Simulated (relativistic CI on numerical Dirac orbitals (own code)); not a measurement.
# Slater and spin-orbit integrals, I¹⁶⁺

Computed by Dirac-Coulomb-Breit CI, orbitals from a KLI potential per configuration, model QED (radiative potential, 1s self-energy scaled to tabulated hydrogen-like ionisation energies), unscaled Slater integrals (own radial code, finite nucleus).

Slater integrals F^k, G^k are unscaled and averaged over j, outside the closed core [Ar] 3d10; ζ comes from projecting the Hamiltonian with its Breit term on Σ l·s of the shell.

- 4s²4p⁶4d: ζ(4d) = 7961.5 cm⁻¹; <r>(4d) = 0.7583, <r^2>(4d) = 0.6563 (bohr units).
- 4s²4p⁵4d²: ζ(4p) = 71930, F^2(4d,4d) = 134100, F^4(4d,4d) = 90935, F^2(4p,4d) = 138300, G^1(4p,4d) = 174870, G^3(4p,4d) = 110800, ζ(4d) = 7938.1 cm⁻¹; <r>(4p) = 0.7186, <r^2>(4p) = 0.583, <r>(4d) = 0.7578, <r^2>(4d) = 0.6555 (bohr units).
- 4s²4p⁶4f: ζ(4f) = 582.78 cm⁻¹; <r>(4f) = 0.7919, <r^2>(4f) = 0.7183 (bohr units).

(1) Give the Racah parameters of the d shell in 4s²4p⁵4d².

Averages of the first 10 configurations, taken without configuration mixing, which lowers the lowest level and can move excited configurations by several eV; other configurations of the list can lie among them:

```tsv
Configuration	Parity	States	Average energy above the lowest level (eV)
4s²4p⁶4d	even	10	3.1
4s²4p⁵4d²	odd	270	91.1
4s²4p⁶4f	odd	14	101.0
4s4p⁶4d²	even	90	156.7
4s²4p⁵4d4f	even	840	187.6
4s²4p⁶5s	even	2	119.2
4s²4p⁶5p	odd	6	143.0
4s4p⁶4d4f	odd	280	253.4
4s²4p⁶5d	even	10	179.1
4s²4p⁵4d5s	odd	120	206.6
```

Answers

(1) B = F²/49 − 5F⁴/441 = 1706 cm⁻¹ and C = 35F⁴/441 = 7217 cm⁻¹.
